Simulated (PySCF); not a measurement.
**How exact exchange moves a shielding**

Molecule: Cl2HSi(SH) (S[SiH](Cl)Cl, Cl₂H₂SSi).

Molfile (atoms numbered from 1):
```
Cl2H2SSi
     RDKit          3D

  6  5  0  0  0  0  0  0  0  0999 V2000
    1.3094   -0.9968   -0.5985 S   0  0  0  0  0  0  0  0  0  0  0  0
   -0.4158    0.0263    0.0962 Si  0  0  0  0  0  4  0  0  0  0  0  0
   -2.0080   -0.9557   -0.7370 Cl  0  0  0  0  0  0  0  0  0  0  0  0
   -0.4275    1.9895   -0.5121 Cl  0  0  0  0  0  0  0  0  0  0  0  0
    2.1588   -0.1804    0.0673 H   0  0  0  0  0  0  0  0  0  0  0  0
   -0.5474    0.0250    1.5717 H   0  0  0  0  0  0  0  0  0  0  0  0
  1  2  1  0
  2  3  1  0
  2  4  1  0
  1  5  1  0
  2  6  1  0
M  END
```

GIAO shieldings (ppm, equivalent atoms averaged) in PySCF on the PBE0-D3(BJ)/def2-SVP geometry, basis pcSseg-2, gas phase, non-relativistic:

| functional | exact exchange (%) | σ(Si2) | σ(Cl3/Cl4) |
| --- | --- | --- | --- |
| BLYP | 0 | 290.3 | 777.1 |
| BP86 | 0 | 301.3 | 785.9 |
| PBE | 0 | 303.0 | 785.8 |
| PBE0 | 25 | 321.7 | 823.0 |
| mPW1PW91 | 25 | 320.4 | 823.7 |
| BHandHLYP | 50 | 329.6 | 844.7 |
| HF | 100 | 375.6 | 899.2 |

**Question.** Fit each shielding as a line in the percentage of exact exchange.

**Answer.** σ(Si2) = 298.8 + 0.75 x (rms 4.9 ppm); σ(Cl3/Cl4) = 786.7 + 1.16 x (rms 5.6 ppm). The functionals also differ in their semilocal parts, which the line can't hold; Hartree–Fock has no correlation at all.

**Question.** What does the line predict for B3LYP (20 %), and what does the run give?

**Answer.** σ(Si2): 313.8 predicted, 305.5 computed; σ(Cl3/Cl4): 809.9 predicted, 807.2 computed ppm.
